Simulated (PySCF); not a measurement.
CHO, SMILES [C][OH+] (connectivity only; charge and spin as stated), charge +1, multiplicity 1.

Geometry optimised at PBE-D3(BJ)/def2-TZVPD.

The numbers are results of PySCF with PBE-D3(BJ)/def2-TZVPD, not measurements.

Frequencies are harmonic and unscaled.

Modes within 1.5 cm⁻¹ of each other (mostly degenerate sets) share a row, with their intensities summed.

Q: Give all harmonic wavenumbers and intensities. (Estimate from the structure and the level; the computed values follow.)

A: 
```csv
mode,ν (cm⁻¹),IR (km/mol),moving atoms (share of kinetic energy)
1–2,212,469.0,"H 78 %, O 17 %"
3,1886,136.2,"C 58 %, O 36 %"
4,3305,846.2,"H 91 %, O 8 %"
```
